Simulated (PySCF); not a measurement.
Method: PySCF with r2SCAN-D4/def2-TZVP. Isolated molecules, 0 K electronic values unless said otherwise. Excitations are Tamm–Dancoff values on a coarser integration grid. The basis has no diffuse functions, so Rydberg states are missing or too high.

Reference species (SMILES): `[H]/N=[SiH]\C` (neutral, multiplicity 1).

```
Property                Value
-------------------  --------
S1 excitation (TDA)   4.64 eV
HOMO                 -6.16 eV
T1 excitation (TDA)   3.44 eV
```

Changed species: `[H]/N=C/[SiH3]`.

**Question.** Predict the effect on the S1 excitation (TDA), HOMO and T1 excitation (TDA).

**Answer.** the S1 excitation (TDA) goes up by 0.11 eV, to 4.75 eV; the HOMO falls by 0.16 eV, to -6.32 eV; the T1 excitation (TDA) rises by 0.25 eV, to 3.69 eV.
